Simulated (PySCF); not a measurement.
Si(F)(H)2(nPr) (C3H9FSi), SMILES CCC[SiH2]F.

Coordinates come from a PBE-D3(BJ)/def2-SVP optimisation. One conformer was computed; it need not be the lowest.

All values below come from B3LYP/def2-TZVP (PySCF).

| Quantity | Result |
|---|---|
| total energy | -509.26628 hartree |
| highest occupied level | -8.31 eV |
| lowest empty level | -0.03 eV |
| orbital gap | 8.28 eV |
| dipole moment | 2.09 D |
| quadrupole, principal values (traceless, Buckingham form, about the centre of nuclear charge) | -5.44, 2.48, 2.96 D·Å |
| mean static polarisability | 62.7 bohr³ (9.29 Å³) |
| polarisability, principal values | 58.1, 61.2, 68.7 bohr³ |
